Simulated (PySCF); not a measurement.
**Steps of a relaxation of [Lu(PH3)]3+**

[Lu(PH3)]3+ (singlet). PySCF 2.14.0, RKS PBE0, Lu def2-SVP with ECP28, P def2-SVP, H def2-SVP; non-relativistic Hamiltonian with scalar-relativistic core potentials where named; density fitting; no spin-orbit coupling. Origin of the start: template. Columns: position (Å) and force (eV/Å). Energies are counted from the last step; some of the 6 steps are shown. Forces carry noise of the integration grid, about 0.01 to 0.03 eV/Å.

Run from Python with OMP_NUM_THREADS=2. Where DIIS fails, smearing, a level shift and second-order steps follow.
It took 26 s on 2 threads of Arm Neoverse V2, with other jobs on the host, from the converged density of the start.

```xyz
5
step 0  E = 0.353 eV
Lu    0.0000    0.0000   -0.4704     0.00    0.00    0.19
P     0.0000    0.0000    2.3546     0.00    0.00    1.37
H     1.2100    0.0000    3.0978     0.79    0.00   -0.52
H    -0.6050    1.0479    3.0978    -0.39    0.68   -0.52
H    -0.6050   -1.0479    3.0978    -0.39   -0.68   -0.52
```

```xyz
5
step 2  E = 0.012 eV
Lu    0.0000    0.0000   -0.3621     0.00    0.00    0.05
P     0.0000    0.0000    2.4886     0.00    0.00    0.51
H     1.3453    0.0000    3.0170    -0.26    0.00   -0.19
H    -0.6726    1.1650    3.0170     0.13   -0.23   -0.19
H    -0.6726   -1.1650    3.0170     0.13    0.23   -0.19
```

```xyz
5
step 3  E = 0.002 eV
Lu    0.0000    0.0000   -0.3476     0.00    0.00    0.02
P     0.0000    0.0000    2.5047     0.00    0.00    0.17
H     1.3446    0.0000    3.0068    -0.12    0.00   -0.06
H    -0.6723    1.1645    3.0068     0.06   -0.10   -0.06
H    -0.6723   -1.1645    3.0068     0.06    0.10   -0.06
```

**Question.** Where does the relaxation end?

**Answer.** It converges at step 5 in C3v:
```xyz
5
step 5  E = 0
Lu    0.0000    0.0000   -0.3409
P     0.0000    0.0000    2.5108
H     1.3414    0.0000    3.0025
H    -0.6707    1.1616    3.0025
H    -0.6707   -1.1616    3.0025
```

**Question.** How did the contacts change?

**Answer.** 
```csv
contact,start (Å),end (Å)
Lu1–P2 (PH3),2.825,2.852
```
